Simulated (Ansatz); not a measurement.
AgI, SMILES [Ag][I], multiplicity 1.

Geometry: B3LYP-D3(BJ)/def2-TZVP. The spin state was assumed, not searched. The def2 effective core potentials stand for the cores of Ag, I; spin–orbit coupling is left out.

Two levels are set side by side: PBE/def2-TZVPD (Ansatz, a first-principles code) and ωB97X-V/def2-TZVPD (Ansatz). Energy differences of separate SCF runs at the same geometry; the states with an electron removed or added have multiplicity 2 and 2. Differences are taken from unrounded values.

```tsv
quantity	ωB97X-V
vertical ionisation energy (eV)	8.85
vertical electron affinity (eV)	1.38
vertical singlet–triplet gap (eV)	2.85
```

Question: What does PBE give, and how far is it from ωB97X-V? (An estimate is asked for; the answer gives what the named calculation found.)

Answer: 
| quantity | PBE | PBE minus ωB97X-V |
|---|---|---|
| vertical ionisation energy (eV) | 9.00 | 0.15 |
| vertical electron affinity (eV) | 1.54 | 0.16 |
| vertical singlet–triplet gap (eV) | 2.44 | -0.42 |
